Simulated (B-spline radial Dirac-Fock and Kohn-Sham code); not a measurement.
# X-ray form factors of neutral atoms, Dy to Ir

Calculated with a radial atomic solver, using relativistic Hartree-Fock (Dirac-Fock) wave functions, averaged over the configuration. f₀ is given at the stated s = sin θ/λ in Å⁻¹. f_e(0) is the forward electron scattering factor in the Born approximation.

```csv
Z,element,f₀(0.2),f₀(0.8),f₀(0.9),f₀(1.4),f₀(2.5),f_e(0) (Å)
66,Dy,55.056,26.362,23.819,16.521,9.116,14.64
67,Ho,56.133,26.921,24.301,16.749,9.371,14.36
68,Er,57.212,27.495,24.798,16.979,9.624,14.08
69,Tm,58.291,28.084,25.310,17.214,9.874,13.81
70,Yb,59.370,28.689,25.836,17.454,10.120,13.56
71,Lu,60.095,29.332,26.412,17.708,10.369,13.52
72,Hf,60.851,29.990,27.006,17.975,10.614,13.22
73,Ta,61.645,30.657,27.615,18.255,10.855,12.90
74,W,62.477,31.326,28.235,18.550,11.090,12.59
75,Re,63.345,31.994,28.863,18.862,11.319,12.29
76,Os,64.244,32.655,29.494,19.192,11.542,12.00
77,Ir,65.171,33.307,30.124,19.539,11.757,11.73
```
